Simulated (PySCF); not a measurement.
Be(F)(OH) (BeFHO), SMILES [OH][Be][F]. Coordinates come from a TPSSh-D3(BJ)/def2-TZVP optimisation. Other conformers were not sampled.

Method: PySCF with TPSSh-D3(BJ)/def2-TZVP.

Harmonic wavenumbers (cm⁻¹): 299, 337, 549, 722, 1531, 3944. Rotational constants (GHz): 1040, 6.885, 6.840; symmetry number 1.

Problem. Work out the zero-point energy and the ideal-gas rigid-rotor harmonic-oscillator thermochemistry at 298.15 K and 1 atm.

Solution. ZPE = ½ Σ hcν = ½ × 7383 cm⁻¹ = 44.16 kJ/mol. H − E(el) = 56.95 kJ/mol. Entropy in J/(mol K): translation 156.23, rotation 81.27, vibration 14.58, total 252.08. G − E(el) = -18.20 kJ/mol. Cp = 55.32 J/(mol K).
